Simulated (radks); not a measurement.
All-electron atom: Co3+ in [Ar] 3d6. Calculated with a radial shooting solver on a logarithmic mesh with Libxc functionals: Dirac Kohn-Sham, BLYP, spin-unpolarised, spherical densities, finite nucleus; open shells fill j = l - 1/2 first; Fermi nuclear charge, rms radius 3.7875 fm.

X-ray form factor f0, the Fourier transform of the density (f0(0) = 24):

| sin(theta)/lambda (1/angstrom) | f0 (electrons) |
|---|---|
| 0.05 | 23.759 |
| 0.1 | 23.065 |
| 0.15 | 21.997 |
| 0.2 | 20.663 |
| 0.25 | 19.176 |
| 0.3 | 17.640 |
| 0.4 | 14.712 |
| 0.5 | 12.251 |
| 0.6 | 10.356 |
| 0.8 | 7.987 |
| 1 | 6.749 |
| 1.25 | 5.774 |
| 1.5 | 4.935 |
| 2 | 3.426 |
